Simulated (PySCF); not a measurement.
C3H3BFNO, SMILES FB1N=CC=CO1.

Coordinates come from a B3LYP-D3(BJ)/def2-SVP optimisation. The structure was generated by enumeration, and PubChem lists no compound with its InChIKey, so it may never have been made.

The numbers are results of PBE/def2-TZVP run with PySCF, not measurements.

Symmetry labels are those of the subgroup Cs that the program uses (full group Cs).

Computed valence orbital energies around the gap with their symmetry:
```
orbital  symmetry  energy (eV)
-------  --------  -----------
HOMO−7         A'       -10.93
HOMO−6         A'       -10.75
HOMO−5         A"       -10.32
HOMO−4         A'        -9.65
HOMO−3         A'        -9.03
HOMO−2         A"        -8.91
HOMO−1         A"        -6.86
HOMO           A'        -5.98
LUMO           A"        -2.87
LUMO+1         A"        -0.90
LUMO+2         A'         0.38
LUMO+3         A'         0.79
```
